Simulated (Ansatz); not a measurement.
The cluster Be3Br4⁺, relaxed as a doublet with UKS PBE0-D4/def2-SVP in Ansatz, starting from the GFN1-xTB geometry. Force threshold 0.02 eV/Å.

Another isomer (doublet) lies 0.94 eV lower at PBE0-D4/def2-TZVP; other spin states weren't run for this one.

Start:

Cartesian coordinates in Å:
```
Be -1.5137 -0.3579 1.1937
Be 1.6339 0.3863 -1.4735
Be 1.1981 0.2769 0.4958
Br 2.4238 0.5958 -3.3515
Br 0.2968 0.0886 2.4348
Br -0.6102 -0.0373 -0.9201
Br -3.4285 -0.9525 1.6208
```

```tsv
step	energy (eV)	largest force component (eV/Å)	SCF passes
1	-281318.0151	2.280	20
2	-281318.4061	0.395	26
3	-281318.4457	0.171	21
4	-281318.4568	0.165	21
5	-281318.4773	0.145	20
6	-281318.4939	0.158	20
7	-281318.5175	0.610	20
8	-281318.5395	0.914	19
9	-281318.6129	0.294	19
10	-281318.6275	0.086	20
11	-281318.6290	0.057	21
12	-281318.6297	0.015	21
```

Force components are those of the run's own axes.

End:

Cartesian coordinates in Å:
```
Be -1.6381 -0.4372 2.1457
Be 1.5904 0.4149 -1.8238
Be 0.7241 0.1872 0.1887
Br 2.9584 0.7372 -3.1582
Br 0.3615 0.0591 2.3001
Br -0.5354 -0.0710 -1.4562
Br -3.4610 -0.8902 1.8037
```

Bonds lost: Be1–Br6 (atoms count from 1).

No frequencies were taken in this run, so the end may be a saddle point.

It took 2.4 min on 4 threads of Intel Xeon on a shared host, peak host memory 0.88 GiB.
